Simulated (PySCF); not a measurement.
**Adding and removing an electron: NaAs**

ROHF-CCSD(T); basis Na def2-SVP, As def2-SVP; no relativity; PySCF 2.14. Neutral (ROHF): triplet (π ↑↑), Re = 2.810 Å, ωe = 211 cm⁻¹, De = 0.83 eV.

NaAs⁺ (UHF): quartet (σ ↑, π ↑↑), Re = 3.261 Å, ωe = 99.8 cm⁻¹, De = 0.24 eV to Na⁺ + As. The energies at the minima are -2395.92749 hartree for NaAs and -2395.72617 for NaAs⁺.

Problem. Work out the adiabatic ionisation energy, without and with harmonic zero-point energies (1 hartree = 27.2114 eV, 1 eV = 8065.5 cm⁻¹), and the change of the bond length.

Solution. At CCSD(T): 0.20132 hartree = 5.478 eV between the minima; the zero-point term (99.8 − 211.0)/2 cm⁻¹ = -0.007 eV makes it 5.471 eV. Re changes by +45.1 pm against the neutral. The electron leaves a σ orbital, and the ion is left as a loose complex of an ion and an atom.

Correlated steps freeze 10 core orbitals. UHF and ROHF references stand side by side, which adds small steps between rows. Weak bonds: NaAs⁺. Basis-set superposition, not corrected here, can be much of De in a small basis, most of all at correlated wavefunction levels. Spin–orbit coupling is left out. For an ion De counts to the pair picked by the measured ionisation energies or electron affinities, which need not be the lowest pair at this level. States were picked by a PBE0 search and need not be the measured ground states.

Neutral and ion stand on different kinds of reference determinant, which adds to the error of the difference.
